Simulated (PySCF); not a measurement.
tellurium atom (Te), triplet (core potentials on Te); SVWN5/def2-SVP in PySCF.

PySCF was given this input:
```python
from pyscf import gto, scf, dft

mol = gto.M(
    atom='''
Te    0.00000000    0.00000000    0.00000000
''',
    basis='def2-svp',
    ecp={'Te': 'def2-svp'},
    spin=2,
    verbose=4,
)

mf = dft.UKS(mol)
mf.xc = 'lda,vwn'
mf.conv_tol = 1e-7
mf.kernel()
mf.analyze()
```

Problem. What does PySCF print? Leave out banner, timings and long lists.

Solution. 
```
PySCF version 2.14.0

[INPUT] verbose = 4
[INPUT] num. atoms = 1
[INPUT] num. electrons = 24
[INPUT] charge = 0
[INPUT] spin (= nelec alpha-beta = 2S) = 2
[INPUT] symmetry False subgroup None
[INPUT] Mole.unit = angstrom
[INPUT] Symbol           X                Y                Z      unit          X                Y                Z       unit  Magmom
[INPUT]  1 Te     0.000000000000   0.000000000000   0.000000000000 AA    0.000000000000   0.000000000000   0.000000000000 Bohr   0.0

nuclear repulsion = 0
number of shells = 10
number of NR pGTOs = 61
number of NR cGTOs = 26
basis = def2-svp
ecp = {'Te': 'def2-svp'}

******** <class 'pyscf.dft.uks.UKS'> ********
method = UKS
initial guess = minao
damping factor = 0
level_shift factor = 0
DIIS = <class 'pyscf.scf.diis.CDIIS'>
diis_start_cycle = 1
diis_space = 8
diis_damp = 0
SCF conv_tol = 1e-07
SCF conv_tol_grad = None
SCF max_cycles = 50
direct_scf = True
direct_scf_tol = 1e-13
number electrons alpha = 13  beta = 11
XC library pyscf.dft.libxc version 7.1.2
    S. Lehtola, C. Steigemann, M. J. T. Oliveira, and M. A. L. Marques,  SoftwareX 7, 1–5 (2018)
XC functionals = lda,vwn
    P. A. M. Dirac,  Math. Proc. Cambridge Philos. Soc. 26, 376 (1930)
    F. Bloch,  Z. Phys. 57, 545 (1929)
    S. H. Vosko, L. Wilk, and M. Nusair,  Can. J. Phys. 58, 1200 (1980)
radial grids:
    Treutler-Ahlrichs [JCP 102, 346 (1995); DOI:10.1063/1.469408] (M4) radial grids

becke partition: Becke, JCP 88, 2547 (1988); DOI:10.1063/1.454033
pruning grids: <function nwchem_prune>
grids dens level: 3
symmetrized grids: False
atomic radii adjust function: <function treutler_atomic_radii_adjust>
small_rho_cutoff = 0
Set gradient conv threshold to 0.000316228
tot grids = 21960
init E= -240.274891427416

cycle= 1 E= -266.684025259409  delta_E= -26.4  |g|= 1.79  |ddm|=  5.5

cycle= 2 E= -267.090709061753  delta_E= -0.407  |g|=  1.2  |ddm|= 4.52
cycle= 3 E= -267.561766458734  delta_E= -0.471  |g|= 0.143  |ddm|= 2.12
cycle= 4 E= -267.570705368343  delta_E= -0.00894  |g|= 0.0572  |ddm|= 1.15
cycle= 5 E= -267.571673328853  delta_E= -0.000968  |g|= 0.0471  |ddm|= 1.08
cycle= 6 E= -267.572714992485  delta_E= -0.00104  |g|= 0.0345  |ddm|= 1.08

cycle= 7 E= -267.572455852044  delta_E= 0.000259  |g|= 0.0379  |ddm|= 1.08
cycle= 8 E= -267.572253894961  delta_E= 0.000202  |g|= 0.0404  |ddm|= 1.08

cycle= 9 E= -267.572628433666  delta_E= -0.000375  |g|= 0.0355  |ddm|= 0.0107
cycle= 10 E= -267.570786714431  delta_E= 0.00184  |g|= 0.0555  |ddm|= 1.08
cycle= 11 E= -267.569767683908  delta_E= 0.00102  |g|= 0.0639  |ddm|= 0.0199
cycle= 12 E= -267.569230542226  delta_E= 0.000537  |g|= 0.0679  |ddm|= 0.0089
cycle= 13 E= -267.570308626717  delta_E= -0.00108  |g|= 0.0595  |ddm|= 0.0182

cycle= 14 E= -267.571420725015  delta_E= -0.00111  |g|= 0.0495  |ddm|= 1.08
cycle= 15 E= -267.571466902632  delta_E= -4.62e-05  |g|= 0.0491  |ddm|= 0.0257
cycle= 16 E= -267.571651885096  delta_E= -0.000185  |g|= 0.0472  |ddm|= 0.0117

cycle= 17 E= -267.571923835464  delta_E= -0.000272  |g|= 0.0442  |ddm|= 1.08

cycle= 18 E= -267.571729430643  delta_E= 0.000194  |g|= 0.0464  |ddm|= 0.00455
cycle= 19 E= -267.570025922326  delta_E= 0.0017  |g|= 0.0618  |ddm|= 1.09

cycle= 20 E= -267.57100532913  delta_E= -0.000979  |g|= 0.0535  |ddm|= 0.0188

cycle= 21 E= -267.571128060712  delta_E= -0.000123  |g|= 0.0523  |ddm|= 0.0263
cycle= 22 E= -267.569562544021  delta_E= 0.00157  |g|= 0.0655  |ddm|= 0.0408
cycle= 23 E= -267.569178317703  delta_E= 0.000384  |g|= 0.0682  |ddm|= 0.0388
cycle= 24 E= -267.568764256699  delta_E= 0.000414  |g|= 0.0711  |ddm|= 0.018
cycle= 25 E= -267.569051771466  delta_E= -0.000288  |g|= 0.0691  |ddm|= 0.0218

cycle= 26 E= -267.571137394702  delta_E= -0.00209  |g|= 0.0523  |ddm|= 1.09

cycle= 27 E= -267.57113195184  delta_E= 5.44e-06  |g|= 0.0523  |ddm|= 1.08

cycle= 28 E= -267.571362833245  delta_E= -0.000231  |g|= 0.0501  |ddm|= 1.08

cycle= 29 E= -267.571378111779  delta_E= -1.53e-05  |g|= 0.0499  |ddm|= 0.0538
cycle= 30 E= -267.571531864886  delta_E= -0.000154  |g|= 0.0485  |ddm|= 1.08
cycle= 31 E= -267.571421039323  delta_E= 0.000111  |g|= 0.0496  |ddm|= 0.00437

cycle= 32 E= -267.571234167524  delta_E= 0.000187  |g|= 0.0513  |ddm|= 0.05

cycle= 33 E= -267.57144222736  delta_E= -0.000208  |g|= 0.0493  |ddm|= 0.487
cycle= 34 E= -267.571520224641  delta_E= -7.8e-05  |g|= 0.0485  |ddm|= 0.884

cycle= 35 E= -267.572577184858  delta_E= -0.00106  |g|= 0.0363  |ddm|= 0.168

cycle= 36 E= -267.572774330909  delta_E= -0.000197  |g|= 0.0335  |ddm|= 0.876

cycle= 37 E= -267.572715944294  delta_E= 5.84e-05  |g|= 0.0343  |ddm|= 0.729

cycle= 38 E= -267.572689863418  delta_E= 2.61e-05  |g|= 0.0347  |ddm|= 1.08

cycle= 39 E= -267.572599858849  delta_E= 9e-05  |g|= 0.0359  |ddm|= 1.08

cycle= 40 E= -267.572850726972  delta_E= -0.000251  |g|= 0.0323  |ddm|= 0.145
cycle= 41 E= -267.571429327859  delta_E= 0.00142  |g|= 0.0495  |ddm|= 1.08

cycle= 42 E= -267.568204373086  delta_E= 0.00322  |g|= 0.0749  |ddm|= 0.0966

cycle= 43 E= -267.566994511749  delta_E= 0.00121  |g|= 0.0824  |ddm|= 0.0473

cycle= 44 E= -267.566931003481  delta_E= 6.35e-05  |g|= 0.0828  |ddm|= 0.015
cycle= 45 E= -267.571559847235  delta_E= -0.00463  |g|= 0.0482  |ddm|= 1.09
cycle= 46 E= -267.572284762451  delta_E= -0.000725  |g|= 0.04  |ddm|= 1.08

cycle= 47 E= -267.572511429227  delta_E= -0.000227  |g|= 0.0371  |ddm|= 1.08

cycle= 48 E= -267.572478719782  delta_E= 3.27e-05  |g|= 0.0376  |ddm|= 0.365
cycle= 49 E= -267.571270169375  delta_E= 0.00121  |g|= 0.051  |ddm|= 1.06

cycle= 50 E= -267.572600008105  delta_E= -0.00133  |g|= 0.0359  |ddm|= 0.603
SCF not converged.
SCF energy = -267.572600008105 after 50 cycles  <S^2> = 2.0003641  2S+1 = 3.0002428
**** SCF Summaries ****
Total Energy =                        -267.572600008104700
Nuclear Repulsion Energy =               0.000000000000000
One-electron Energy =                 -466.860540125250054
Two-electron Energy =                  199.287940117145354
Two-electron Coulomb Energy =          219.623079805967734
DFT Exchange-Correlation Energy =      -20.335139688822366
**** MO energy ****
                             alpha | beta                alpha | beta
MO #1   energy= -6.0368275578848   | -6.03149024176115  occ= 1 | 1
MO #2   energy= -4.21515334212842  | -4.20917562597955  occ= 1 | 1
MO #3   energy= -4.21453728502047  | -4.20867252408239  occ= 1 | 1
MO #4   energy= -4.21031941396766  | -4.20525951946195  occ= 1 | 1
MO #5   energy= -1.51039355768166  | -1.50095772786145  occ= 1 | 1
MO #6   energy= -1.51037026161269  | -1.50085994887675  occ= 1 | 1
MO #7   energy= -1.50684741451896  | -1.49830304837899  occ= 1 | 1
MO #8   energy= -1.50633124043002  | -1.49791923588844  occ= 1 | 1
MO #9   energy= -1.5052986428143   | -1.49704419188829  occ= 1 | 1
MO #10  energy= -0.578798950757896 | -0.537735876135222 occ= 1 | 1
MO #11  energy= -0.238973961739751 | -0.195344628880255 occ= 1 | 1
MO #12  energy= -0.23787127719821  | -0.195104336579419 occ= 1 | 0
MO #13  energy= -0.230343741619535 | -0.193545927102252 occ= 1 | 0
MO #14  energy= 0.155278096056128  | 0.181250554293149  occ= 0 | 0
MO #15  energy= 0.280869773771169  | 0.30813834920193   occ= 0 | 0
MO #16  energy= 0.281583119317794  | 0.308328314543829  occ= 0 | 0
MO #17  energy= 0.283049061954042  | 0.309607090497711  occ= 0 | 0
MO #18  energy= 0.283322604084856  | 0.329965591225826  occ= 0 | 0
MO #19  energy= 0.286509488530857  | 0.330691078388055  occ= 0 | 0
MO #20  energy= 0.288573512573461  | 0.330931475631815  occ= 0 | 0
MO #21  energy= 0.289377659272719  | 0.331627114559533  occ= 0 | 0

spin_pop of  0 Te 4s       -0.00001
spin_pop of  0 Te 5s        0.00024
spin_pop of  0 Te 6s       -0.00044
spin_pop of  0 Te 7s        0.00017
spin_pop of  0 Te 4px       0.00094
spin_pop of  0 Te 4py       0.01383
spin_pop of  0 Te 4pz       0.00458
spin_pop of  0 Te 5px       0.03804
spin_pop of  0 Te 5py       0.00212
spin_pop of  0 Te 5pz       0.00069
spin_pop of  0 Te 6px       0.02846
spin_pop of  0 Te 6py       0.98335
spin_pop of  0 Te 6pz       0.30634
spin_pop of  0 Te 7px       0.62136
spin_pop of  0 Te 7py       0.00010
spin_pop of  0 Te 7pz       0.00019
spin_pop of  0 Te 4dxy     -0.00319
spin_pop of  0 Te 4dyz     -0.00307
spin_pop of  0 Te 4dz^2    -0.00282
spin_pop of  0 Te 4dxz     -0.00290
spin_pop of  0 Te 4dx2-y2    0.00011
spin_pop of  0 Te 5dxy      0.00319
spin_pop of  0 Te 5dyz      0.00308
spin_pop of  0 Te 5dz^2     0.00282
spin_pop of  0 Te 5dxz      0.00293
spin_pop of  0 Te 5dx2-y2   -0.00011
In total            13.00000 | 11.00000
Dipole moment(X, Y, Z, Debye): -0.00000,  0.00000,  0.00000
```

Convergence was not reached.
